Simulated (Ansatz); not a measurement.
Isolated molecules relaxed with PBE0-D4/def2-TZVP in Ansatz; ΔE leaves out vibrations. CCSD(T)/CBS is the MP2 limit (def2-TZVPP, def2-QZVPP) plus CCSD(T) − MP2 in def2-TZVPP, frozen cores. This one scheme is used for every species. Functionals use def2-TZVPP. B3LYP here is the variant with VWN-RPA as its local correlation; programs differ in this. HSE06 is defined as in plane-wave codes. Each species was taken in one conformer, which may not be the lowest.

Reaction (ligand exchange at the Al–C bond): `[OH][AlH][CH2]F` + H₂S → `[OH][AlH][SH]` + fluoromethane

`[OH][AlH][CH2]F`:

Cartesian coordinates in Å:
```
O -0.419 -1.130 1.561
Al -0.678 -0.375 0.065
C 0.830 0.740 -0.556
F 0.526 1.318 -1.796
H -1.052 -1.699 1.994
H -2.028 -0.571 -0.737
H 1.755 0.164 -0.673
H 1.065 1.553 0.143
```

H₂S:

Cartesian coordinates in Å:
```
S -0.432 -0.179 -0.406
H 0.654 -0.768 0.115
H -0.222 0.947 0.291
```

`[OH][AlH][SH]`:

```xyz
6

O     1.157    0.808   -0.542
Al    0.262   -0.604   -0.301
S    -1.593   -0.628    0.855
H     0.941    1.676   -0.209
H     0.788   -1.940   -0.934
H    -1.555    0.687    1.131
```

`CF`:

Cartesian coordinates in Å:
```
C -0.030 -0.039 0.037
F 0.640 0.831 -0.793
H -1.097 -0.001 -0.193
H 0.137 0.258 1.075
H 0.349 -1.050 -0.125
```

```csv
level,ΔE (kJ/mol),difference from CCSD(T)/CBS
B3LYP-D4,-134.5,5.1
r2SCANh-D4,-141.9,-2.3
B2PLYP,-138.0,1.6
r2SCAN0,-143.5,-3.9
HSE06,-138.6,1.0
CAM-B3LYP,-132.7,6.9
LC-ωPBE,-135.4,4.2
HF/def2-SVP,-146.7,-7.1
MP2/def2-SVP,-143.4,-3.8
CCSD/CBS(def2),-139.4,0.2
CCSD(T)/CBS,-139.6,0
```

Largest T1 diagnostic among the species: 0.012.

From PBE to PBE0 (25 % exact exchange), in def2-TZVPP and without D4, ΔE moves by −5.6 kJ/mol. Leaving LDA and LC-ωPBE aside and taking each functional with its dispersion term where it has one, the values, not all of them listed here, spread over 14.4 kJ/mol, from PBE-QIDH to BLYP-D4.
